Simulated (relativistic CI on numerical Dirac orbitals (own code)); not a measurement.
Forbidden lines of Hf²⁷⁺

Method of calculation: Dirac-Coulomb-Breit CI, KLI orbitals optimised for each configuration, model QED (radiative potential, 1s self-energy scaled to tabulated hydrogen-like ionisation energies), unscaled Slater integrals (own radial code, finite nucleus).

Configurations in the expansion (outside the closed core [Ar] 3d10): 4s2 4p6 4d9, 4s2 4p5 4d10, 4s2 4p6 4d8 4f, 4s 4p6 4d10, 4s2 4p5 4d9 4f, 4s 4p6 4d9 4f, 4s2 4p6 4d8 5s, 4s2 4p6 4d8 5p, 4s2 4p6 4d7 4f 5s, 4s2 4p6 4d8 5d, 4s2 4p5 4d9 5s, 4s2 4p6 4d7 5s 5p, 4s2 4p6 4d8 5f, 4s2 4p5 4d9 5p, 4s2 4p6 4d8 6s, 4s2 4p6 4d8 5g, 4s2 4p6 4d8 6p, 4p6 4d10 4f, 4s 4p6 4d8 4f 5s, 4s2 4p5 4d9 5d, 4s 4p6 4d9 5s, 4p6 4d9 4f2, 4p5 4d10 4f2, 4p6 4d8 4f3, 4p5 4d9 4f3, 4p6 4d8 4f2 5s, 4s2 4p6 4d7 5s2, 4s2 4p6 4d6 4f 5s2, 4s2 4p5 4d7 4f 5s2, 4s 4p6 4d7 4f 5s2. Double excitations out of closed p, d and f shells are left out; levels of such configurations are missing from the list, as are those of other unlisted configurations, and high levels can miss mixing partners. These lack a partner that the ground configuration has and come out too high: 4s2 4p6 4d8 5p, 4s2 4p6 4d8 5d, 4s2 4p5 4d9 5s, 4s2 4p6 4d8 5f, 4s2 4p5 4d9 5p.

```tsv
λ vac (nm)	Lower	Upper	Type	A (s⁻¹)	gf	Branching (%)
6.1172	4s2 4p6 4d9 2D_5/2 [1]	4s2 4p6 4d8 4f 2G°_9/2 [45]	M2	1.92e+03	1.08e-08	11.3
6.1905	4s2 4p6 4d9 2D_5/2 [1]	4s2 4p6 4d8 4f 4G°_9/2 [37]	M2	4.35e+03	2.50e-08	21.3
6.2392	4s2 4p6 4d9 2D_5/2 [1]	4s2 4p6 4d8 4f 2G°_9/2 [34]	M2	2.95e+03	1.72e-08	12.0
6.5934	4s2 4p6 4d9 2D_5/2 [1]	4s2 4p6 4d8 4f 2G°_9/2 [14]	M2	2.34e+04	1.52e-07	99.4
6.7293	4s2 4p6 4d9 2D_5/2 [1]	4s2 4p6 4d8 4f 4F°_9/2 [7]	M2	2.00e+04	1.36e-07	99.4
55.526	4s2 4p6 4d8 4f 4H°_11/2 [12]	4s2 4p6 4d8 4f 2I°_11/2 [57]	M1	9.42e+03	5.22e-06	71.0
68.891	4s2 4p6 4d8 4f 4H°_13/2 [16]	4s2 4p6 4d8 4f 4G°_11/2 [53]	M1	6.78e+03	5.79e-06	34.4
70.795	4s2 4p6 4d8 4f 4I°_13/2 [9]	4s2 4p6 4d8 4f 4H°_11/2 [46]	M1	4.45e+03	4.01e-06	15.2
72.379	4s2 4p6 4d8 4f 4I°_15/2 [11]	4s2 4p6 4d8 4f 2K°_15/2 [48]	M1	8.42e+03	1.06e-05	88.6
76.695	4s2 4p6 4d8 4f 4I°_13/2 [9]	4s2 4p6 4d8 4f 2I°_13/2 [40]	M1	4.27e+03	5.28e-06	20.3
82.717	4s2 4p6 4d8 4f 4I°_15/2 [11]	4s2 4p6 4d8 4f 2I°_13/2 [40]	M1	1.50e+04	2.16e-05	71.4
85.137	4s2 4p6 4d8 4f 4H°_13/2 [16]	4s2 4p6 4d8 4f 4H°_11/2 [46]	M1	1.63e+04	2.12e-05	55.8
85.502	4s2 4p6 4d8 4f 4G°_11/2 [19]	4s2 4p6 4d8 4f 2H°_9/2 [52]	M1	8.87e+03	9.72e-06	35.1
85.678	4s2 4p6 4d8 4f 4F°_9/2 [7]	4s2 4p6 4d8 4f 2G°_9/2 [34]	M1	4.63e+03	5.10e-06	18.8
88.253	4s2 4p6 4d9 2D_5/2 [1]	4s2 4p6 4d9 2D_3/2 [2]	M1	2.34e+04	1.09e-05	100.0
89.425	4s2 4p6 4d8 4f 4I°_15/2 [11]	4s2 4p6 4d8 4f 2K°_13/2 [38]	M1	1.16e+04	1.94e-05	62.6
93.313	4s2 4p6 4d8 4f 4I°_13/2 [9]	4s2 4p6 4d8 4f 4I°_11/2 [33]	M1	1.98e+04	3.11e-05	80.2
102.22	4s2 4p6 4d8 4f 4H°_11/2 [12]	4s2 4p6 4d8 4f 2G°_9/2 [34]	M1	1.32e+04	2.06e-05	53.4
104.70	4s2 4p6 4d8 4f 2H°_9/2 [18]	4s2 4p6 4d8 4f 2G°_9/2 [45]	M1	5.78e+03	9.49e-06	34.1
107.73	4s2 4p6 4d8 4f 2G°_9/2 [24]	4s2 4p6 4d8 4f 2H°_9/2 [52]	M1	9.79e+03	1.70e-05	38.7
```

Terms are leading LS components. Brackets give the number of a level in order of energy, since labels repeat. The list gives strong lines, with weight on those to low levels, among the lowest 400 of 8599 levels, so that lines to higher ones, which can be the strongest, are missing. Levels whose partners in the same complex of configurations lie outside the list can be far off, and so can their lines. Rates are taken at the computed energies, electric ones in the length gauge.

At this charge energies of transitions that change n are usually good to better than 1 %, and those within a shell (Δn = 0) to a few per cent.

LS names give the leading component of a level, which can be under half, so a name can repeat, a term be missing and a line seem to break the LS rules.
